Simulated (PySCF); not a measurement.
SiHFBr2, SMILES F[SiH](Br)Br. Geometry: TPSSh-D3(BJ)/def2-SVP. This is a generated structure with no PubChem entry under its InChIKey; it may be hypothetical.

Computed with TPSSh-D3(BJ)/def2-SVP (PySCF).

Harmonic wavenumbers (cm⁻¹): 116, 201, 244, 409, 495, 784, 817, 917, 2344. Rotational constants (GHz): 3.610, 0.9395, 0.7754; symmetry number 1.

Work out the zero-point energy and the ideal-gas rigid-rotor harmonic-oscillator thermochemistry at 298.15 K and 1 atm.

ZPE = ½ Σ hcν = ½ × 6327 cm⁻¹ = 37.84 kJ/mol. H − E(el) = 54.31 kJ/mol. Entropy in J/(mol K): translation 175.31, rotation 122.14, vibration 38.55, total 336.00. G − E(el) = -45.87 kJ/mol. Cp = 75.26 J/(mol K). Modes under 150 cm⁻¹ make the vibrational entropy uncertain.
